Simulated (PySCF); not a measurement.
## From a computed spectrum to the compound

A species of 3 atoms with charge 1 has these harmonic modes (PBE0, small Gaussian bases with core potentials, PySCF 2.14.0):

```json
{"cm⁻¹": "82", "km/mol": "5.4", "symmetry": "a1"}
{"cm⁻¹": "390", "km/mol": "25.2", "symmetry": "a1"}
{"cm⁻¹": "392", "km/mol": "100.1", "symmetry": "b2"}
```

Problem. Which species is it, and in which structure?

Solution. [EuCl2]+ (singlet in the valence; each metal's 4f electrons, 6 of them, lie in its core potential, out of spins and levels):
```xyz
3

Eu    0.0000    0.0000   -0.4357
Cl    1.9653    0.0000    0.9528
Cl   -1.9653    0.0000    0.9528
```
Ideal gas at 298.15 K and 1 bar: S = 326.2 J/(mol K), Cp = 53.9 J/(mol K), H − H(0 K) = 13.6 kJ/mol (rigid rotor, harmonic modes, spin degeneracy alone, that of the 4f electrons in the core included). An lcecp potential fixes the number of 4f electrons, so in runs with it no electron can move into or out of that shell.
 This is one of several that fit.
